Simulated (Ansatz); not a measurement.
Basis-set extrapolation for C$_{2}$H$_{9}$NSi (`CN(C)[SiH3]`) (PBE0-D4/def2-TZVP geometry, frozen core, Ansatz 0.2.0). Multiplicity 1, RHF reference.

```
                      def2-TZVPP   def2-QZVPP
                 HF  -424.422899  -424.439039
    MP2 correlation    -0.698527    -0.744731
CCSD(T) correlation    -0.778120      not run
```

Energies in hartree. Use E(X) = E(∞) + A·exp(−7.88·√X) for Hartree–Fock and E(X) = E(∞) + B·X^(−2.97) for correlation, with X = 3 and 4, and add CCSD(T) minus MP2 of the smaller set to the MP2 limit.

**Question.** What is the CCSD(T) energy at the basis-set limit?

**Answer.** HF limit: -424.439039 + (-0.016140) × 0.13774 = -424.44126. MP2 limit: -0.744731 + (-0.046204) × 0.74074 = -0.77896. Higher-order term: -0.778120 − (-0.698527) = -0.07959. Total: -425.29981 hartree, 2.69 eV below CCSD(T)/def2-TZVPP.
